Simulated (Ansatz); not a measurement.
The same stannylene extrusion along the group Si, Ge, Sn.

Isolated molecules relaxed with PBE0-D4/def2-TZVP in Ansatz; ΔE leaves out vibrations. CCSD(T)/CBS is the MP2 limit (def2-TZVPP, def2-QZVPP) plus CCSD(T) − MP2 in def2-TZVPP, frozen cores. This one scheme is used for every species. DFT in def2-TZVPP. Elements past krypton have def2 core potentials. For Ge, Sn outer-core shells are correlated without core-valence functions, which leaves a few kJ/mol of doubt a bond. Scalar relativity is left out up to krypton. One conformer a species, not always the lowest.

```csv
reaction,CCSD(T)/CBS(def2) (kJ/mol)
`O[SiH2]O` → H₂ + `O[Si]O`,?
`[OH][GeH2][OH]` → H₂ + `[OH][Ge][OH]`,51
`[OH][SnH2][OH]` → H₂ + `[OH][Sn][OH]`,-32
```

Fill in the missing values. (Best estimate.)

The calculation gave: `O[SiH2]O` → H₂ + `O[Si]O`: +149.8 kJ/mol.

Largest T1 diagnostic: 0.018, for `[OH][Sn][OH]`.
